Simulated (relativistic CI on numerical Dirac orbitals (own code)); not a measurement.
Radial Dirac CI calculation of Hf³⁺.

Command:

```sh
python run_levels.py task.json out
```

Input:

```
atom Hf  Z=72  charge=3  electrons=69
nucleus A=180  rms_radius_fm=5.3470
hamiltonian dirac-coulomb  breit=on  qed=on  c_scale=1
orbitals kli  potential=per-configuration
slater_scale 1
correlation none
mixing on
grid step=0.0125 r_max=64.9
scf mixing=0.4 start=green max_iterations=150 tolerance=2e-08 node_fill=0.05
configurations
  [Xe] 4f14 5d
  [Xe] 4f14 6s
  [Xe] 4f14 6p
  [Xe] 4f14 5f
  [Xe] 4f13 5d2
end
```

Output:

```
SCF 1: [Xe] 4f14 5d
 iter      energy (Ha)   residual   last orbital (Ha)
    1    -15029.584682   3.97e+00     -3.19711
    2    -15084.401153   9.07e-01     -1.66477
    3    -15086.581548   2.43e-01     -1.27556
    4    -15086.920560   4.00e-01     -1.25281
    5    -15087.220372   2.23e-02     -1.16793
    6    -15087.220290   1.23e-02     -1.17502
    7    -15087.225023   4.87e-03     -1.17483
    8    -15087.223836   2.43e-03     -1.17308
    9    -15087.224142   8.57e-04     -1.17334
   10    -15087.224299   2.39e-05     -1.17347
   11    -15087.224302   2.15e-06     -1.17348
   12    -15087.224303   1.75e-08     -1.17348
SCF 2: [Xe] 4f14 6s
 iter      energy (Ha)   residual   last orbital (Ha)
    1    -15031.427703   3.94e+00     -1.92401
    2    -15084.342530   9.30e-01     -1.34336
    3    -15086.529914   2.42e-01     -1.16412
    4    -15086.868774   3.91e-01     -1.14312
    5    -15087.146730   2.91e-02     -1.10317
    6    -15087.149842   9.52e-03     -1.10395
    7    -15087.153233   2.81e-03     -1.10358
    8    -15087.152682   9.74e-04     -1.10291
    9    -15087.152851   1.68e-04     -1.10294
   10    -15087.152899   5.09e-05     -1.10294
   11    -15087.152890   1.19e-06     -1.10293
   12    -15087.152889   9.73e-08     -1.10293
   13    -15087.152889   5.92e-10     -1.10293
SCF 3: [Xe] 4f14 6p
 iter      energy (Ha)   residual   last orbital (Ha)
    1    -15031.393559   3.93e+00     -1.41811
    2    -15084.096683   9.21e-01     -1.01254
    3    -15086.306530   2.37e-01     -0.89228
    4    -15086.641716   3.77e-01     -0.87694
    5    -15086.907041   3.59e-02     -0.85080
    6    -15086.912088   9.82e-03     -0.85030
    7    -15086.915294   2.39e-03     -0.85009
    8    -15086.914849   7.91e-04     -0.84972
    9    -15086.914982   1.05e-04     -0.84974
   10    -15086.915018   6.33e-05     -0.84974
   11    -15086.915006   1.04e-06     -0.84973
   12    -15086.915006   3.14e-07     -0.84973
   13    -15086.915006   8.08e-10     -0.84973
SCF 4: [Xe] 4f14 5f
 iter      energy (Ha)   residual   last orbital (Ha)
    1    -15029.758821   3.97e+00     -1.09779
    2    -15083.883413   8.71e-01     -0.57775
    3    -15086.002299   2.45e-01     -0.52049
    4    -15086.338917   3.37e-01     -0.51330
    5    -15086.541252   5.10e-02     -0.50338
    6    -15086.552416   8.24e-03     -0.50324
    7    -15086.554938   3.03e-03     -0.50307
    8    -15086.554354   6.82e-04     -0.50282
    9    -15086.554494   3.04e-05     -0.50283
   10    -15086.554504   7.73e-05     -0.50282
   11    -15086.554489   5.99e-07     -0.50282
   12    -15086.554489   1.10e-06     -0.50282
   13    -15086.554489   1.67e-09     -0.50282
SCF 5: [Xe] 4f13 5d2
 iter      energy (Ha)   residual   last orbital (Ha)
    1    -15034.417663   3.75e+00     -3.19711
    2    -15083.672383   8.85e-01     -1.70941
    3    -15086.081298   2.36e-01     -1.32038
    4    -15086.421645   3.10e-01     -1.30965
    5    -15086.600976   2.29e-02     -1.23719
    6    -15086.601433   1.03e-02     -1.24819
    7    -15086.605167   3.52e-03     -1.24762
    8    -15086.604462   1.55e-03     -1.24607
    9    -15086.604695   2.08e-04     -1.24635
   10    -15086.604725   2.64e-05     -1.24638
   11    -15086.604728   7.81e-07     -1.24639
   12    -15086.604728   5.36e-08     -1.24639
   13    -15086.604728   1.19e-10     -1.24639
orbital energies (Ha): 4d5/2 -8.6796  5s -3.6432  5p1/2 -2.6900  5p3/2 -2.3996  4f5/2 -1.8887  4f7/2 -1.8248  5d3/2 -1.1988  5d5/2 -1.1735
configuration averages (Ha): Dirac-Coulomb, Breit, QED
  4f14 5d                     -15087.224303   15.601613   10.568549
  4f14 6s                     -15087.152889   15.602324   10.569550
  4f14 6p                     -15086.915006   15.602393   10.568791
  4f14 5f                     -15086.554489   15.601666   10.568753
  4f13 5d2                    -15086.604728   15.606397   10.569431
levels: no., configuration, term, J, E (cm-1), weight
   1 4f14 5d                2D   3/2              0.0  1.00
   2 4f14 5d                2D   5/2           3930.1  1.00
   3 4f14 6s                2S   1/2          18407.4  1.00
   4 4f14 6p                2P*  1/2          64436.8  1.00
   5 4f14 6p                2P*  3/2          73191.8  1.00
   6 4f13 5d2               4D*  5/2         118181.7  0.46
   7 4f13 5d2               4F*  7/2         118443.3  0.52
   8 4f13 5d2               4P*  3/2         118825.0  0.41
   9 4f13 5d2               2I*  11/2        120752.1  0.47
  10 4f13 5d2               4F*  9/2         121038.7  0.64
  11 4f13 5d2               4P*  1/2         122764.8  0.37
  12 4f13 5d2               4H*  9/2         122851.3  0.30
  13 4f13 5d2               4I*  13/2        123435.1  0.69
  14 4f13 5d2               4D*  7/2         123778.6  0.41
lowest total energy -15061.064886 Ha
end: converged
```

With so few configurations and no correlation, terms lie too far apart (by 10 to 50 % or more near neutrality), their order can be wrong, and levels of other configurations are missing. Levels that differ in their count of f electrons can be misplaced by tens of thousands of cm⁻¹.
